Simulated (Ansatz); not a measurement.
Molybdenum hexafluoride, F₆Mo, charge 0, multiplicity 1.

(1) Give a relaxed structure at PBE0-D4/def2-TZVP (Ansatz). (Estimate.)

Answers

(1) The calculation gave: 
```xyz
7

F    -0.180   -0.286   -1.785
Mo    0.000    0.000    0.000
F     1.719   -0.582   -0.080
F    -0.559   -1.697    0.329
F     0.180    0.286    1.785
F     0.560    1.697   -0.329
F    -1.719    0.582    0.080
```
Point group Oh.
